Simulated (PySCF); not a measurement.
# WOF₄: calculation against measurement

Isolated WOF₄, optimised in PySCF with density fitting and no spin–orbit coupling; def2 sets carry scalar-relativistic core potentials from Rb on. It is a singlet of C4v symmetry: PBE0/def2-SVP W–F 1.853 Å (×4), W–O 1.670 Å.

Formally W is in oxidation state +6, d0. The polar-tensor charge on W, 3.25, is far below the formal one.

Q: The tabulated gas-phase entropy at 298.15 K and 1 bar is 334.70 J/(mol K) (Chase, 1998, NIST Chemistry WebBook). What do rigid-rotor harmonic-oscillator sums give?

A: PBE0/def2-SVP 341.0 J/(mol K). Tables of this kind often rest on estimated structures and frequencies for high-temperature species, so a gap need not be the fault of the calculation.

 No spin–orbit coupling is included, which matters more the heavier the element.
